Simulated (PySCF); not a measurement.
Species: C4H2F3NO.
Structure used (PBE0-D3(BJ)/def2-SVP), in Å, numbered top down from 1:
```xyz
11
C4H2F3NO angstrom
N      3.748    0.103   -0.974
C      2.701   -0.253   -0.623
C      1.430   -0.705   -0.189
C      0.354    0.094   -0.175
F      0.383    1.335   -0.607
O     -0.820   -0.287    0.320
C     -1.990    0.301   -0.148
F     -2.943   -0.103    0.671
F     -2.245   -0.147   -1.378
H      1.312   -1.730    0.165
H     -1.926    1.400   -0.162
```

Computed at PBE0/pcSseg-1 (PySCF, non-relativistic), with Q(14N) = 0.02044 b, Q(17O) = −0.0256 b: N1, 14N (I = 1): χzz = -4.473 MHz, η = 0.218; O6, 17O (I = 5/2): χzz = -11.28 MHz, η = 0.654.

Task: Where would the pure quadrupole (NQR) lines of 14N at N1 fall for the rigid, isolated species?

Result: From ν± = (3/4)|χ|(1 ± η/3) and ν0 = |χ|η/2: ν+ 3.598 MHz, ν− 3.111 MHz, ν0 0.487 MHz (nitrile nitrogen).

Task: Find the zero-field quadrupole resonance frequencies of 17O at O6.

Result: From the eigenvalues of H = χ/[4I(2I − 1)] × [3Iz² − I(I + 1) + η(Ix² − Iy²)], steps between neighbouring levels, labelled as for η = 0: ±1/2↔±3/2 2.344 MHz, ±3/2↔±5/2 3.161 MHz (ether oxygen).

In a crystal, neighbours and librations shift these lines. With so small a basis the couplings can be 20 % off.

One conformer stands for the species.
